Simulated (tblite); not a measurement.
Start geometry of `c1ccc2c(c1)Cc1ccccc1-2` from a force field or distance geometry (Å):
```
atom  x, y, z in Å
C1     3.4296    0.0646    0.0703
C2     2.9318    1.3199   -0.2248
C3     1.5795    1.4884   -0.2791
C4     0.7008    0.4521   -0.0771
C5     1.2169   -0.8011    0.2249
C6     2.5577   -1.0148    0.2902
C7     0.0857   -1.7192    0.3945
C8    -1.1466   -0.8989    0.1957
C9    -2.4958   -1.1929    0.2280
C10   -3.4301   -0.1850   -0.0106
C11   -3.0128    1.1110   -0.2951
C12   -1.6744    1.4051   -0.3294
C13   -0.7631    0.3994   -0.0785
H14    4.4932   -0.1318    0.1346
H15    3.5840    2.1571   -0.3839
H16    1.2107    2.4810   -0.4963
H17    2.9770   -1.9955    0.5226
H18    0.1279   -2.4615   -0.4305
H19    0.0789   -2.1963    1.3822
H20   -2.8636   -2.1983    0.4490
H21   -4.4987   -0.3875    0.0137
H22   -3.7445    1.9063   -0.4823
H23   -1.3488    2.4246   -0.5351
```

Question: What comes out of this run: GFN2-xTB geometry optimisation, gas phase in tblite 0.8.0?

Answer: 
```
atom  x, y, z in Å
C1     3.4274    0.0383    0.0786
C2     2.9495    1.3082   -0.2079
C3     1.5886    1.5523   -0.2909
C4     0.7114    0.4997   -0.0842
C5     1.1966   -0.7859    0.2021
C6     2.5529   -1.0198    0.2858
C7     0.0549   -1.7450    0.3790
C8    -1.1447   -0.8654    0.1732
C9    -2.4832   -1.1925    0.2228
C10   -3.4227   -0.1968   -0.0077
C11   -3.0261    1.1033   -0.2831
C12   -1.6835    1.4407   -0.3319
C13   -0.7416    0.4505   -0.1023
H14    4.4927   -0.1301    0.1427
H15    3.6493    2.1156   -0.3676
H16    1.2211    2.5436   -0.5111
H17    2.9315   -2.0070    0.5093
H18    0.0915   -2.5544   -0.3551
H19    0.0585   -2.2033    1.3713
H20   -2.7987   -2.2039    0.4370
H21   -4.4752   -0.4373    0.0286
H22   -3.7753    1.8612   -0.4610
H23   -1.3795    2.4549   -0.5447
```

The energy falls by 21.3 kJ/mol over 29 L-BFGS steps, the largest force on an atom goes from 1.92 to 0.009 eV/Å, and the atoms move by 0.051 Å rms after alignment. The bond that changes most is C5–C7 (substituted aromatic carbon to benzylic-type carbon), which lengthens by 0.035 Å. Bonds longer at the end by more than 0.005 Å: 10 of 25; shorter: 9. Among the angles that change most is H18–C7–H19, from 112.2° to 107.4°. Rotational constants go from 2248, 595.5, 472.3 to 2206, 595.5, 470.3 MHz. The orientation of the end geometry is arbitrary; only internal coordinates are fixed.

The run took 0.23 s of wall time on one thread, Arm Neoverse V2 (aarch64), no GPU, on a shared host.

Its GFN2-xTB frequencies are all real (lowest 91 cm⁻¹).

The numbers are calculated, not measured.
